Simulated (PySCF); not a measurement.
B2H4O. Atoms are numbered in the order given.

```xyz
7

O      0.0000     0.0000     0.0000
B      0.0000     0.0000    -1.3342
H     -0.7412     0.7412    -1.9043
H      0.7412    -0.7412    -1.9043
B      0.0000     0.0000     1.3342
H     -0.7412    -0.7412     1.9043
H      0.7412     0.7412     1.9043
```

Geometry: B3LYP-D3(BJ)/def2-TZVP.

Computed with TDA-PBE/def2-SVPD (PySCF).

Vertical excitations; the highest root listed may be one member of a degenerate set. The molecule is in vacuum. State labels are in the subgroup D2.

| state | symmetry | energy (eV) | λ (nm) | f | main pairs |
|---|---|---|---|---|---|
| S1 | B1 | 5.81 | 213 | 0.000 | HOMO−1→LUMO+1 50 %, HOMO→LUMO 50 % |
| S2 | A | 5.92 | 209 | 0.000 | HOMO−1→LUMO 50 %, HOMO→LUMO+1 50 % |
| S3 | A | 6.11 | 203 | 0.000 | HOMO→LUMO+1 48 %, HOMO−1→LUMO 48 % |
| S4 | B1 | 6.49 | 191 | 0.454 | HOMO→LUMO 47 %, HOMO−1→LUMO+1 47 % |
| S5 | B3 | 7.72 | 161 | 0.008 | HOMO→LUMO+2 (degenerate set) |
| S6 | B2 | 7.72 | 161 | 0.008 | HOMO−1→LUMO+2 (degenerate set) |
| S7 | B2 | 8.45 | 147 | 0.047 | HOMO→LUMO+3 (degenerate set) |
| S8 | B3 | 8.45 | 147 | 0.047 | HOMO−1→LUMO+3 (degenerate set) |
| S9 | B3 | 8.83 | 140 | 0.000 | HOMO−2→LUMO, HOMO→LUMO+4 (degenerate set) |
| S10 | B2 | 8.83 | 140 | 0.000 | HOMO−2→LUMO+1, HOMO−1→LUMO+4 (degenerate set) |
| T1 | A | 5.25 | 236 | 0 | HOMO−1→LUMO 50 %, HOMO→LUMO+1 50 % |
| T2 | A | 5.27 | 235 | 0 | HOMO→LUMO+1 49 %, HOMO−1→LUMO 49 % |
| T3 | B1 | 5.30 | 234 | 0 | HOMO−1→LUMO+1 50 %, HOMO→LUMO 50 % |
| T4 | B1 | 5.34 | 232 | 0 | HOMO→LUMO 50 %, HOMO−1→LUMO+1 50 % |
Triplets are in the Tamm–Dancoff approximation.
